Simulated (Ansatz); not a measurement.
A calculation with Ansatz (development build ahead of 0.2.0).

```yaml
crystal:
  periodic: [false, false, false]
  atoms:
    - { symbol: "N", position_ang: [0.00106, -0.04013, -1.35924] }
    - { symbol: H, position_ang: [0.95654, -0.01005, -1.79891] }
    - { symbol: H, position_ang: [-0.48345, 0.77478, -1.83307] }
    - { symbol: H, position_ang: [-0.45384, -0.81057, -1.77267] }
    - { symbol: Cu, position_ang: [0.03444, 0.06524, 0.5841] }
basis:
  gaussian: { orbitals: STO-3G }
total_charge: 1
hamiltonian:
  xc: hf
correlation:
  method: mp2
  frozen_orbitals: { Cu: 5, H: 0, "N": 1 }
```

The input is written out in the form of the current development build from the run's settings.

Results

```json
{
  "Converged": "yes",
  "Reference energy": "-1675.64969 hartree",
  "Correlation energy": "-0.10284 hartree",
  "Total energy": "-1675.75254 hartree",
  "Spin squared of the determinant": "0.000"
}
```
